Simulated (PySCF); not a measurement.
**Si3H6N2O2**

The system: Si3H6N2O2, a silylene (divalent Si6, bonded to 2 O); neutral, singlet. The structure, one conformer, was relaxed in the gas phase by PBE0-D3(BJ)/def2-SVP. No frequency run checks that it is a minimum.

SMILES: O[Si]O[SiH]1N[SiH2]N1

```xyz
13

N    -0.277    0.010   -1.013
Si    0.648    1.433   -0.517
N    -0.002    1.172    1.080
Si   -0.998   -0.166    0.594
O    -0.643   -1.616    1.303
Si    0.552   -2.807    1.082
O     1.239   -2.338   -0.352
H    -0.728   -0.133   -1.910
H     0.236    2.691   -1.212
H     2.131    1.305   -0.635
H     0.244    1.539    1.989
H    -2.468    0.009    0.681
H     0.854   -1.543   -0.784
```
(Å; atoms numbered from 1)

Shieldings: GIAO PBE0/pcSseg-1. Shifts are against computed references at the same level: H TMS (σ 31.27 ppm), Si TMS (σ 352.0 ppm). Core levels by delta-SCF with SCAN, pcX-2 on the ionised atom and pcseg-1 elsewhere, spin-free X2C (2p3/2 is the spin-free 2p value less a third of a first-order spin-orbit splitting); from the vacuum level, for chosen atoms.

Q: Give the shieldings and core levels atom by atom.

A: 
```tsv
atoms	bonded to	σ (ppm)	δ (ppm)	core level (eV)
N1	2 Si + 1 H	220.8	-	1s 404.48
Si2	2 N + 2 H	374.3	-22.4	2p3/2 107.66
N3	2 Si + 1 H	220.9	-	1s 404.33
Si4	2 N + 1 O + 1 H	389.2	-37.2	2p3/2 107.86
O5	2 Si	92.4	-	1s 537.61
Si6	2 O	270.2	81.8	-
O7	1 Si + 1 H	102.2	-	-
H8	1 N	30.26	1.01	-
H9	1 Si	25.74	5.53	-
H10	1 Si	25.68	5.59	-
H11	1 N	30.16	1.10	-
H12	1 Si	25.94	5.33	-
H13	1 O	21.34	9.92	-
```

Values are those of this one static structure; atoms that internal rotation interchanges would show their mean in an NMR spectrum.

Q: By CAM-B3LYP/def2-SVPD (TDDFT singlets, Tamm-Dancoff triplets, ionisation by delta-SCF), where does absorption start, and what does vertical ionisation take?

A: The lowest singlet lies at 5.24 eV (f 0.117), the strongest of the first 6 at 7.02 eV (f 0.122), the lowest triplet at 3.11 eV; vertical ionisation takes 9.29 eV.

The 3 runs behind this took 3.3 min in all, one thread each of Intel Xeon 6975P-C on a shared host, launched as `OMP_NUM_THREADS=1 python cluster_run.py task.json out`.
